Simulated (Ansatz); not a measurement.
B4N4H14, a cluster cut from wurtzite BN (hydrogen-capped), relaxed as a singlet with RKS PBE0-D4/def2-SVP in Ansatz, starting from the GFN2-xTB geometry. Force threshold 0.02 eV/Å.

Start:

| atom | x (Å) | y (Å) | z (Å) |
| --- | --- | --- | --- |
| B1 | -0.343 | 1.290 | -1.068 |
| N2 | 0.728 | 0.128 | -1.476 |
| B3 | 0.313 | 0.914 | 1.408 |
| N4 | -0.831 | 0.888 | 0.354 |
| N5 | 1.355 | -0.244 | 0.918 |
| B6 | 0.904 | -0.964 | -0.384 |
| B7 | -1.602 | -0.465 | 0.352 |
| N8 | -0.499 | -1.575 | -0.112 |
| H9 | 0.232 | 2.337 | -1.061 |
| H10 | -1.235 | 1.268 | -1.862 |
| H11 | 1.612 | 0.584 | -1.667 |
| H12 | 0.415 | -0.285 | -2.346 |
| H13 | 0.894 | 1.958 | 1.403 |
| H14 | -0.082 | 0.620 | 2.496 |
| H15 | -1.497 | 1.594 | 0.639 |
| H16 | 2.256 | 0.198 | 0.788 |
| H17 | 1.458 | -0.907 | 1.677 |
| H18 | 1.697 | -1.807 | -0.725 |
| H19 | -2.485 | -0.466 | -0.454 |
| H20 | -1.982 | -0.756 | 1.446 |
| H21 | -0.857 | -2.030 | -0.942 |
| H22 | -0.450 | -2.281 | 0.613 |

Estimate the energy that the relaxation releases and the steps that it takes.

23.6 kJ/mol, in 10 steps; 39 s on 4 threads of Arm Neoverse V2 on a shared host. No frequencies were taken in this run, so the end may be a saddle point.

Does the start keep its bonding and symmetry?

By distances, no bond broke or formed. The bond that changes most is B7–H20, from 1.19 to 1.23 Å (atoms count from 1). Point group Cs at the start, C3 at the end, both within 0.05 Å.

Predict the relaxed structure.


```csv
atom,x (Å),y (Å),z (Å)
B1,-0.4780,1.1401,-1.1465
N2,0.8740,0.2736,-1.3499
B3,0.4291,1.0290,1.2648
N4,-0.8432,0.8975,0.3585
N5,1.1974,-0.3781,1.0412
B6,0.9001,-0.9580,-0.3828
B7,-1.5124,-0.5077,0.5456
N8,-0.5711,-1.4920,-0.3292
H9,-0.2404,2.3139,-1.3882
H10,-1.3225,0.6678,-1.9061
H11,1.6745,0.8764,-1.1544
H12,0.9655,-0.0032,-2.3256
H13,1.1849,1.9155,0.8698
H14,0.1513,1.1488,2.4485
H15,-1.5120,1.6094,0.6430
H16,2.1953,-0.2586,1.2057
H17,0.8745,-1.0372,1.7509
H18,1.7043,-1.8139,-0.7249
H19,-2.6510,-0.5473,0.1041
H20,-1.4489,-0.8953,1.7113
H21,-0.9497,-1.5411,-1.2761
H22,-0.6217,-2.4396,0.0403
```
Bond lengths: 9 × B–N 1.57 to 1.62 Å; 7 × B–H 1.22 to 1.23 Å; 7 × H–N 1.02 Å.
